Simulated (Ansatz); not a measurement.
Two members of one family (Series V(NH)X3), computed with Ansatz in the gas phase. Names give formal oxidation states. A dash marks a value that wasn't run or was left out as unsound. The structures are stationary points that may keep the symmetry of their start. Remarks come from the PBE and PBE0 runs and from stability tests at other levels; not every state was tested. A HOMO above zero means that the electron is unbound at that level and held by the basis, or that self-interaction error raises the level; the energy of removing that electron tells which. HOMO above LUMO (over both spins in singlets and doublets, within one spin in higher multiplets; at PBE or PBE0), or a gap under 0.15 eV within one spin, warns that the state may not be the lowest or that an electron is smeared out.

First: V(NH)Cl3 (singlet, charge 0, PBE-D4/def2-SVP geometry).

```xyz
6

V     0.3151    0.2051    0.0913
N    -0.9901   -0.6451   -0.2879
H    -1.8287   -1.1898   -0.5315
Cl    0.5422    1.7329   -1.4154
Cl    1.9858   -1.1604    0.0987
Cl   -0.0243    1.0573    2.0449
```

```tsv
level	HOMO (eV)	LUMO (eV)	gap (eV)	vertical EA (eV)	vertical triplet (eV)
PBE-D4/def2-TZVP	-7.49	-4.66	2.83	–	2.82
PBE-D4/def2-TZVPD	-7.56	-4.73	2.83	1.98	–
r2SCAN-D4/def2-TZVP	-7.85	-4.75	3.10	–	2.62
r2SCAN-D4/def2-TZVPD	-7.87	-4.78	3.10	2.27	–
PBE0-D4/def2-SVP	-8.75	-3.84	4.91	–	–
```

Metal–donor distances: 1 × N 1.60 Å, 3 × Cl 2.16 Å. Remarks: restricted SCF unstable in HF, HOMO above zero (-1 doublet), gap within one spin near zero at PBE or PBE0 (triplet).

Second: V(NH)F3 (singlet, charge 0, PBE-D4/def2-SVP geometry).

```xyz
6

V    -0.3221   -0.0031   -0.2952
N     0.8657    0.0093    0.7937
H     1.6238    0.0160    1.4884
F    -0.9742   -1.6020   -0.3700
F     0.3380    0.4562   -1.8251
F    -1.5311    1.1236    0.2082
```

Problem. Estimate how these quantities change from the first to the second (second minus first).

Solution. 
```json
{"level": "PBE-D4/def2-TZVP", "Δ HOMO (eV)": "-0.43", "Δ LUMO (eV)": "0.40", "Δ gap (eV)": "0.83", "Δ vertical EA (eV)": "–", "Δ vertical triplet (eV)": "0.63"}
{"level": "PBE-D4/def2-TZVPD", "Δ HOMO (eV)": "-0.40", "Δ LUMO (eV)": "0.44", "Δ gap (eV)": "0.84", "Δ vertical EA (eV)": "-1.25", "Δ vertical triplet (eV)": "–"}
{"level": "r2SCAN-D4/def2-TZVP", "Δ HOMO (eV)": "-0.45", "Δ LUMO (eV)": "0.42", "Δ gap (eV)": "0.86", "Δ vertical EA (eV)": "–", "Δ vertical triplet (eV)": "0.41"}
{"level": "r2SCAN-D4/def2-TZVPD", "Δ HOMO (eV)": "-0.42", "Δ LUMO (eV)": "0.45", "Δ gap (eV)": "0.87", "Δ vertical EA (eV)": "-1.26", "Δ vertical triplet (eV)": "–"}
{"level": "PBE0-D4/def2-SVP", "Δ HOMO (eV)": "-0.68", "Δ LUMO (eV)": "0.50", "Δ gap (eV)": "1.18", "Δ vertical EA (eV)": "–", "Δ vertical triplet (eV)": "–"}
```

Metal–donor distances: 1 × N 1.61 Å, 3 × F 1.73 Å. Remarks: restricted SCF unstable in HF, HOMO above zero (-1 doublet).
